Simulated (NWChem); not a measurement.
System meant: CH4N, doublet; SMILES C[NH]

The following NWChem deck was run.

```
start job
memory heap 200 mb stack 900 mb global 1100 mb
geometry units angstroms noautoz
  C     -0.019958    -0.614296     0.000000
  N     -0.125444     0.825921     0.000000
  H      0.533540    -0.983309    -0.881604
  H     -1.015095    -1.070260     0.000000
  H      0.533540    -0.983309     0.881604
  H      0.841777     1.185341     0.000000
end
basis spherical
  C library def2-svp
  N library def2-svp
  H library def2-svp
end
dft
  odft
  mult 3
  xc pbe0
  iterations 150
  mulliken
end
task dft energy
```

End of the output:

```
 ==============================================================================
                                 internuclear angles
 ------------------------------------------------------------------------------
        center 1       |       center 2       |       center 3       |  degrees
 ------------------------------------------------------------------------------
    2 N                |   1 C                |   3 H                |   111.71
    2 N                |   1 C                |   4 H                |   110.43
    2 N                |   1 C                |   5 H                |   111.71
    3 H                |   1 C                |   4 H                |   108.45
    3 H                |   1 C                |   5 H                |   105.93
    4 H                |   1 C                |   5 H                |   108.45
    1 C                |   2 N                |   6 H                |   106.20
 ------------------------------------------------------------------------------
                            number of included internuclear angles:          7
 ==============================================================================

 Summary of "ao basis" -> "" (spherical)
 ------------------------------------------------------------------------------
       Tag                 Description            Shells   Functions and Types
 ---------------- ------------------------------  ------  ---------------------
 C                          def2-svp                 6       14   3s2p1d
 N                          def2-svp                 6       14   3s2p1d
 H                          def2-svp                 3        5   2s1p

                                 NWChem DFT Module
                                 -----------------

 Summary of "ao basis" -> "ao basis" (spherical)
 ------------------------------------------------------------------------------
       Tag                 Description            Shells   Functions and Types
 ---------------- ------------------------------  ------  ---------------------
 C                          def2-svp                 6       14   3s2p1d
 N                          def2-svp                 6       14   3s2p1d
 H                          def2-svp                 3        5   2s1p

      Symmetry analysis of basis
      --------------------------

        a'         33
        a"         15

  number of electrons :                   17
  multiplicity        :                    3
 ------------------------------------------------------------------------
  no. of electrons and multiplicity not compatible                  17
 ------------------------------------------------------------------------
 ------------------------------------------------------------------------
  current input line :
    23: task dft energy
 ------------------------------------------------------------------------
 ------------------------------------------------------------------------
 There is an error in the input file
 ------------------------------------------------------------------------
 For more information see the NWChem manual at https://nwchemgit.github.io

0: no. of electrons and multiplicity not compatible:Received an Error in Communication
```

### Question
What is wrong, and how is it mended?

### Answer
The program refused the input. Cause: the multiplicity doesn't fit the number of electrons (an even count wants an odd multiplicity, and the reverse). This input runs:
```
start job
memory heap 200 mb stack 900 mb global 1100 mb
geometry units angstroms noautoz
  C     -0.019958    -0.614296     0.000000
  N     -0.125444     0.825921     0.000000
  H      0.533540    -0.983309    -0.881604
  H     -1.015095    -1.070260     0.000000
  H      0.533540    -0.983309     0.881604
  H      0.841777     1.185341     0.000000
end
basis spherical
  * library def2-svp
end
dft
  odft
  mult 2
  xc pbe0
  iterations 150
  mulliken
end
task dft energy
```
It converges to -95.00241 Ha (PBE0/def2-SVP, spin-unrestricted).
